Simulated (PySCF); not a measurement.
## Calculated data, CH$_{3}$AlBN, AlBH$_{3}$N$_{2}$

All values are calculated (PySCF 2.14.0). Calculation on a computer-drawn molecule: optimised geometry and harmonic frequencies of an isolated molecule of the commonest isotopes, restricted reference for singlets and unrestricted otherwise, frozen core in MP2.

Common to all runs: multiplicity 1; basis cc-pV(D+d)Z.

```json
{"entry": 1, "formula": "CH3AlBN", "start_structure": {"atoms_angstrom": [["C", 1.3679, -0.7444, -0.8122], ["N", 0.6939, 0.2898, -1.4947], ["B", 0.1035, 1.1961, -2.0928], ["Al", -0.9536, 2.8175, -3.1628], ["H", 2.4285, -0.7625, -1.0743], ["H", 0.9455, -1.7208, -1.0617], ["H", 1.2935, -0.615, 0.2702]]}, "given": {"charge": 0, "method": "MP2", "drawn_bonds_atom": [1, 2, 3, 1, 1, 1], "drawn_bonds_other_atom": [2, 3, 4, 5, 6, 7], "drawn_bonds_order": [1, 2, 1, 1, 1, 1]}, "results": {"total_energy [hartree]": null, "rotational_constants [GHz]": null}}
{"entry": 2, "formula": "AlBH3N2", "start_structure": {"atoms_angstrom": [["N", -0.6013, 1.4414, -0.1827], ["B", 0.0041, 0.3781, -0.5918], ["N", 0.6304, -0.7853, -0.9589], ["Al", 1.5115, -2.1534, -1.3989], ["H", -1.5972, 1.5368, -0.1429], ["H", -0.1181, 2.2668, 0.0303], ["H", 2.2232, -3.4123, -1.7976]]}, "given": {"charge": 1, "method": "HF", "drawn_bonds_atom": [1, 2, 3, 1, 1, 4], "drawn_bonds_other_atom": [2, 3, 4, 5, 6, 7], "drawn_bonds_order": [1, 2, 1, 1, 1, 1]}, "results": {"rotational_constants [GHz]": null}}
```

To be estimated
1. What total energy does the calculation give for CH$_{3}$AlBN (entry 1)?
2. Estimate the rotational constants of CH$_{3}$AlBN (entry 1).
3. AlBH$_{3}$N$_{2}$ (entry 2): rotational constants?

Calculated values
1. -361.0778 hartree
2. 157.2, 1.879, 1.879 GHz
3. 351.9, 2.296, 2.281 GHz

Further results for CH$_{3}$AlBN (entry 1):

```
convergence status largest gradient component : 2.604e-05 hartree/bohr
```

Optimised structure:
```xyz
7
CH3AlBN
C      1.3732    -0.7525    -0.8069
N      0.6949     0.2882    -1.4937
B      0.0872     1.2209    -2.1092
Al    -0.9580     2.8242    -3.1672
H      2.4434    -0.7667    -1.0747
H      0.9432    -1.7360    -1.0620
H      1.2952    -0.6175     0.2853
```

Modes:
```csv
frequency (cm⁻¹),reduced mass (dalton)
99.03,5.218
99.17,5.216
276.4,5.639
276.5,5.639
363.4,10.42
1026,5.832
1140,1.326
1140,1.326
1452,1.186
1492,1.037
1492,1.037
1939,11.88
3068,1.033
3162,1.104
3163,1.104
```

Further results for AlBH$_{3}$N$_{2}$ (entry 2):

```
total energy                                  : -377.1076 hartree
convergence status largest gradient component : 1.794e-05 hartree/bohr
```

Optimised structure:
```xyz
7
AlBH3N2
N     -0.6056     1.4494    -0.2078
B      0.0466     0.3228    -0.5794
N      0.6677    -0.7504    -0.9334
Al     1.4678    -2.1336    -1.3903
H     -1.6048     1.5024    -0.1556
H     -0.1266     2.2947     0.0369
H      2.2076    -3.4132    -1.8128
```

Modes:
```csv
frequency (cm⁻¹),reduced mass (dalton)
106.7,5.595
116.1,4.497
391,1.194
417.3,2.522
461.4,1.171
468.5,1.255
522,10.03
667.3,7.591
998.4,1.585
1291,6.391
1680,1.155
2032,11
2182,1.054
3784,1.051
3889,1.099
```
